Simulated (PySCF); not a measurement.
Compound: C5H3FN2.
Bonds: C1–C2 (double), C2–C3, C3–F4, C3–C5, C5–N6 (triple), C3–C7, C7–N8 (triple). Hydrogens: H9, H10 on C1; H11 on C2.

Level of theory: core-valence-separated Tamm–Dancoff BHandHLYP/aug-pcX-1 (pcseg-1 on H) in PySCF, non-relativistic, gas phase, PBE0-D3(BJ)/def2-SVP geometry. No empirical shift is added; at this level the pattern usually sits a few eV under experiment.

Question: List the nitrogen K-edge absorption lines.

Answer: 
```csv
E (eV),f,core hole on,main final orbital
396.88,0.1282,N6/N8,"LUMO (2 roots, f summed)"
397.42,0.1267,N6/N8,"LUMO+3 (2 roots, f summed)"
401.51,0.0065,N6/N8,"LUMO+2 (2 roots, f summed)"
401.87,0.0013,N6/N8,"LUMO+1 (2 roots, f summed)"
402.85,0.0060,N6/N8,"LUMO+10 (2 roots, f summed)"
```

The first line with a tenth or more of the strongest one's intensity is at 396.88 eV (f = 0.128, sum of 2), with the hole on N6/N8 (nitrile nitrogen). It is also the strongest listed.

Question: List the fluorine K-edge absorption lines.

Answer: 
```tsv
E (eV)	f	core hole on	main final orbital
684.26	0.0339	F4	LUMO (72 %)
687.16	0.0003	F4	LUMO+1 (98 %)
687.68	0.0036	F4	LUMO+3 (56 %)
688.01	0.0042	F4	LUMO+3 (30 %)
688.78	0.0009	F4	LUMO+4 (65 %)
688.95	0.0100	F4	LUMO+10 (88 %)
689.05	0.0037	F4	LUMO+2 (58 %)
```

The first line with a tenth or more of the strongest one's intensity is at 684.26 eV (f = 0.034), with the hole on F4 (alkyl fluorine). It is also the strongest listed.

Question: What does the C 1s absorption edge look like?

Answer: 
```tsv
E (eV)	f	core hole on	main final orbital	polarisation
282.34	0.0636	C1	LUMO+1 (82 %)	normal to the local trigonal plane
283.02	0.0576	C2	LUMO+1 (84 %)	normal to the local trigonal plane
283.71	0.1030	C5/C7	LUMO (2 roots, f summed)	–
284.02	0.1253	C5/C7	LUMO+3 (2 roots, f summed)	–
286.02	0.0045	C2	LUMO (87 %)	in the local trigonal plane
286.23	0.0021	C1	LUMO (71 %)	in the local trigonal plane
286.64	0.0229	C2	LUMO+3 (40 %)	in the local trigonal plane
286.76	0.0245	C1	LUMO+2 (39 %)	in the local trigonal plane
286.84	0.0240	C5/C7	LUMO+1 (2 roots, f summed)	–
286.85	0.0107	C2	LUMO+2 (49 %)	in the local trigonal plane
287.03	0.0178	C1	LUMO+4 (52 %)	in the local trigonal plane
287.43	0.0050	C5/C7	LUMO+1 (2 roots, f summed)	–
287.61	0.0001	C1	LUMO+3 (77 %)	–
287.81	0.0453	C3	LUMO (80 %)	–
288.08	0.0068	C1	LUMO+6 (60 %)	normal to the local trigonal plane
288.10	0.0276	C5/C7	spread (2 roots, f summed)	–
288.15	0.0049	C1	spread	in the local trigonal plane
288.24	0.0011	C2	LUMO+4 (63 %)	in the local trigonal plane
```

The first line with a tenth or more of the strongest one's intensity is at 282.34 eV (f = 0.064), with the hole on C1 (terminal =CH2 carbon), polarised normal to the local trigonal plane: a 1s→π* resonance. The strongest listed is at 284.02 eV (f = 0.125, sum of 2; C5/C7).

Roots within 0.03 eV whose holes lie on the same, on equivalent or on shared atoms are summed into one line, and the highest roots are left out, as the search may have cut off their partners. Final orbitals are the ground state's empty Kohn–Sham orbitals. A dash: too weak, shared between unlike atoms, or no plane or axis to refer to.

Only the lowest roots of each edge were sought.

Conformer computed: `[CH2:1]=[CH:2][C:3]([F:4])([C:5]#[N:6])[C:7]#[N:8]`: C1–C2–C3–F4 0°.

One conformer stands for the species.
